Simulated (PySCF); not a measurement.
C2H6Si, singlet, geometry from GFN2-xTB; PBE/6-31G*, TDA (PySCF).

The PySCF input:
```python
from pyscf import gto, scf, dft, tdscf

mol = gto.M(
    atom='''
Si   -0.255208    0.117706    0.699887
C     0.742076    1.267256   -0.480591
H     0.906369    2.250623   -0.043893
H     0.224615    1.415587   -1.429043
H     1.722472    0.846447   -0.706355
C    -0.404166   -1.423106   -0.446098
H     0.574773   -1.784277   -0.763213
H    -0.973821   -1.191736   -1.346758
H    -0.908952   -2.249431    0.050977
''',
    basis='6-31g*',
    charge=0,
    spin=0,
    verbose=4,
)

mf = dft.RKS(mol)
mf.xc = 'pbe'
mf.kernel()
td = mf.TDA()
td.nstates = 10
td.kernel()
td.analyze()
```

Output, abridged:

```
PySCF version 2.14.0

[INPUT] verbose = 4
[INPUT] num. atoms = 9
[INPUT] num. electrons = 32
[INPUT] charge = 0
[INPUT] spin (= nelec alpha-beta = 2S) = 0
[INPUT] symmetry False subgroup None
[INPUT] Mole.unit = angstrom
[INPUT] Symbol           X                Y                Z      unit          X                Y                Z       unit  Magmom
[...]
nuclear repulsion = 96.5062882544662
number of shells = 32
number of NR pGTOs = 129
number of NR cGTOs = 58
basis = 6-31g*
ecp = {}

******** <class 'pyscf.dft.rks.RKS'> ********
method = RKS
initial guess = minao
damping factor = 0
level_shift factor = 0
DIIS = <class 'pyscf.scf.diis.CDIIS'>
diis_start_cycle = 1
diis_space = 8
diis_damp = 0
SCF conv_tol = 1e-09
SCF conv_tol_grad = None
SCF max_cycles = 50
direct_scf = True
direct_scf_tol = 1e-13
XC library pyscf.dft.libxc version 7.1.2
    S. Lehtola, C. Steigemann, M. J. T. Oliveira, and M. A. L. Marques,  SoftwareX 7, 1–5 (2018)
XC functionals = pbe
    J. P. Perdew, K. Burke, and M. Ernzerhof,  Phys. Rev. Lett. 77, 3865 (1996)
    J. P. Perdew, K. Burke, and M. Ernzerhof,  Phys. Rev. Lett. 78, 1396 (1997)
    J. P. Perdew, K. Burke, and M. Ernzerhof,  Phys. Rev. Lett. 77, 3865 (1996)
    J. P. Perdew, K. Burke, and M. Ernzerhof,  Phys. Rev. Lett. 78, 1396 (1997)
radial grids:
    Treutler-Ahlrichs [JCP 102, 346 (1995); DOI:10.1063/1.469408] (M4) radial grids

becke partition: Becke, JCP 88, 2547 (1988); DOI:10.1063/1.454033
pruning grids: <function nwchem_prune>
grids dens level: 3
symmetrized grids: False
atomic radii adjust function: <function treutler_atomic_radii_adjust>
small_rho_cutoff = 0
Set gradient conv threshold to 3.16228e-05
Initial guess from minao.
tot grids = 106264
init E= -368.828152163322
[...]
cycle= 1 E= -368.8611314686  delta_E= -0.033  |g|= 0.633  |ddm|= 2.53
[...]
cycle= 2 E= -368.67565840765  delta_E= 0.185  |g|= 0.993  |ddm|= 1.53
[...]
cycle= 3 E= -368.968165314126  delta_E= -0.293  |g|= 0.0554  |ddm|= 1.11
[...]
cycle= 4 E= -368.969444508414  delta_E= -0.00128  |g|= 0.0146  |ddm|= 0.18
[...]
cycle= 5 E= -368.969526640345  delta_E= -8.21e-05  |g|= 0.00275  |ddm|= 0.0309
[...]
cycle= 6 E= -368.969529298379  delta_E= -2.66e-06  |g|= 0.00053  |ddm|= 0.00511
[...]
cycle= 7 E= -368.969529395865  delta_E= -9.75e-08  |g|= 6.29e-05  |ddm|= 0.00106
[...]
cycle= 8 E= -368.969529397315  delta_E= -1.45e-09  |g|= 1.04e-05  |ddm|= 0.000162
[...]
cycle= 9 E= -368.969529397351  delta_E= -3.64e-11  |g|= 6.96e-07  |ddm|= 2.14e-05
[...]
Extra cycle  E= -368.969529397351  delta_E= -5.68e-14  |g|= 1.06e-06  |ddm|= 2.87e-06
converged SCF energy = -368.969529397351

******** <class 'pyscf.tdscf.rks.TDA'> for <class 'pyscf.dft.rks.RKS'> ********
nstates = 10 singlet
deg_eia_thresh = 1.000e-03
wfnsym = None
conv_tol = 1e-05
eigh lindep = 1e-12
eigh level_shift = 0
eigh max_cycle = 100

Excitation energies (eV)
[2.55963799 4.15260081 6.46253079 6.47071637 6.52275202 6.92190662
 6.93036281 7.41467875 7.86358638 7.99361443]

** Singlet excitation energies and oscillator strengths **
Excited State   1:      2.55964 eV    484.38 nm  f=0.0313
      16 -> 17       -0.69935
Excited State   2:      4.15260 eV    298.57 nm  f=0.0000
      15 -> 17        0.70613
Excited State   3:      6.46253 eV    191.85 nm  f=0.0002
      14 -> 17       -0.70483
Excited State   4:      6.47072 eV    191.61 nm  f=0.1739
      13 -> 17        0.27899
      16 -> 18        0.62649
Excited State   5:      6.52275 eV    190.08 nm  f=0.0792
      15 -> 18        0.11226
      16 -> 19       -0.68824
Excited State   6:      6.92191 eV    179.12 nm  f=0.0606
      12 -> 17        0.58934
      13 -> 17       -0.34850
      16 -> 18        0.13751
Excited State   7:      6.93036 eV    178.90 nm  f=0.1350
      12 -> 17       -0.38076
      13 -> 17       -0.53964
      16 -> 18        0.21430
Excited State   8:      7.41468 eV    167.21 nm  f=0.0378
      11 -> 17       -0.67787
      15 -> 18        0.17189
Excited State   9:      7.86359 eV    157.67 nm  f=0.0538
      15 -> 18       -0.27664
      16 -> 20        0.64291
Excited State  10:      7.99361 eV    155.10 nm  f=0.0351
      10 -> 17       -0.18794
      16 -> 21       -0.68083

** Transition electric dipole moments (AU) **
state          X           Y           Z        Dip. S.      Osc.
  1        -0.6051      0.2536     -0.2633      0.4998      0.0313
  2         0.0008     -0.0004     -0.0022      0.0000      0.0000
  3        -0.0131      0.0062      0.0361      0.0015      0.0002
  4         0.4002      0.9678     -0.0168      1.0971      0.1739
  5         0.2382     -0.1097     -0.6532      0.4954      0.0792
  6         0.3574      0.4767      0.0501      0.3575      0.0606
  7         0.2781      0.8460     -0.0409      0.7948      0.1350
  8         0.1543     -0.0712     -0.4231      0.2079      0.0378
  9        -0.1787      0.0824      0.4903      0.2791      0.0538
 10         0.3592     -0.1596      0.1577      0.1793      0.0351

** Transition velocity dipole moments (imaginary part, AU) **
state          X           Y           Z        Dip. S.      Osc.
  1         0.0072     -0.0035      0.0032      0.0001      0.0005
  2        -0.0002      0.0001      0.0004      0.0000      0.0000
  3        -0.0018      0.0009      0.0051      0.0000      0.0001
  4         0.0649      0.1532     -0.0021      0.0277      0.0776
  5         0.0524     -0.0242     -0.1437      0.0240      0.0667
  6         0.0455      0.0791      0.0033      0.0083      0.0219
  7         0.0492      0.1343     -0.0046      0.0205      0.0536
  8         0.0081     -0.0038     -0.0223      0.0006      0.0014
  9        -0.0432      0.0199      0.1185      0.0163      0.0376
 10         0.1100     -0.0457      0.0477      0.0165      0.0374

** Transition magnetic dipole moments (imaginary part, AU) **
state          X           Y           Z
  1         0.4906      1.1593     -0.0161
  2        -0.3479      0.1604      0.9540
  3        -0.0867      0.0400      0.2382
  4         1.2100     -0.4935      0.5242
  5        -0.0054      0.0025      0.0152
  6         0.3535     -0.3137      0.1817
  7         0.6708     -0.1857      0.2758
  8         0.0023     -0.0011     -0.0064
  9         0.0039     -0.0019     -0.0108
 10        -0.0935     -0.1440     -0.0099
```
